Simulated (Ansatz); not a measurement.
Program: Ansatz. Geometries: PBE0-D4/def2-TZVP. ΔE: electronic, gas phase. CBS: MP2 limit from def2 TZ/QZ plus the TZ coupled-cluster correction, frozen cores. This one scheme is used for every species. Functionals use def2-TZVPP. Each species was taken in one conformer, which may not be the lowest.

Consider the cleavage of the B–Si bond: `B[SiH](Cl)BN` + H–F → `NBF` + `B[SiH2]Cl`.

| level | ΔE (kJ/mol) |
| --- | --- |
| PBE-D4 | -119.3 |
| r2SCAN-D4 | -136.6 |

Task: What does CCSD(T)/CBS give? (Best estimate.)

Result: Ansatz gave: -130.6 kJ/mol. The listed levels differ from it by 11.3, -6.0 kJ/mol.

Task: What do rigid-rotor, harmonic-oscillator terms from PBE0-D4/def2-TZVP frequencies (298.15 K, 1 bar) make of the CCSD(T)/CBS value? (Best estimate.)

Result: Computed: ΔZPE = -0.6 kJ/mol, ΔH = -134.9 kJ/mol, ΔS = 22 J/(mol·K), ΔG = -141.5 kJ/mol.

Largest T1 diagnostic among the species: 0.013.

From BLYP to BHLYP (50 % exact exchange), in def2-TZVPP and without D4, ΔE moves by −12.0 kJ/mol. The D4 term adds +11.2 kJ/mol with B3LYP and +6.3 kJ/mol with PBE0; it sums over pairs of atoms, weighted by their polarisabilities, and B3LYP, whose exchange is more repulsive, gets the larger term.

B3LYP here is the variant with VWN-RPA as its local correlation; programs differ in this.
